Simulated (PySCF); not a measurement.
# Computed properties of AlClI₂, SMILES [Cl][Al]([I])[I]

AlClI₂, SMILES [Al]([I])([Cl])[I]. Geometry optimised at r2SCAN-D4/def2-SVP. The def2 effective core potentials stand for the cores of I; spin–orbit coupling is left out. Other conformers were not sampled. All values are computed for the isolated molecule unless a solvent is named; none is compared with measurement here.

**Structure.** The optimised structure has C2v symmetry. All 6 harmonic modes at r2SCAN-D4/def2-SVP (PySCF) are real, so it is a minimum. With heavy atoms numbered as in [Al:1]([Cl:2])([I:3])[I:4], the shortest bond between them is Al1–Cl2 at 2.093 Å and the longest Al1–I4 at 2.452 Å.

**Vibrations.** The strongest infrared lines (harmonic, unscaled, degenerate partners summed) lie at 446 cm⁻¹ (166 km/mol, Al 89 %, I 11 %), 578 cm⁻¹ (136 km/mol, Al 66 %, Cl 34 %), 163 cm⁻¹ (15 km/mol, Al 87 %, Cl 9 %). The softest mode is at 76 cm⁻¹ and the zero-point energy is 2.3 kcal/mol.

**Electronic structure.** r2SCAN/def2-TZVP (PySCF) places the frontier levels at -7.11 and -2.23 eV, a gap of 4.88 eV, and gives a dipole moment of 0.59 D and a mean polarisability of 100.8 bohr³.

**Excitations.** TDDFT-PBE0/def2-SVPD (PySCF) has S1 at 4.83 eV (257 nm, f = 0.009, weak); the most intense of the 10 singlets computed lies at 6.42 eV (f = 0.26). T1 (TDA) is at 4.52 eV. No vertical singlet excitation falls in the visible range (under 3.1 eV).
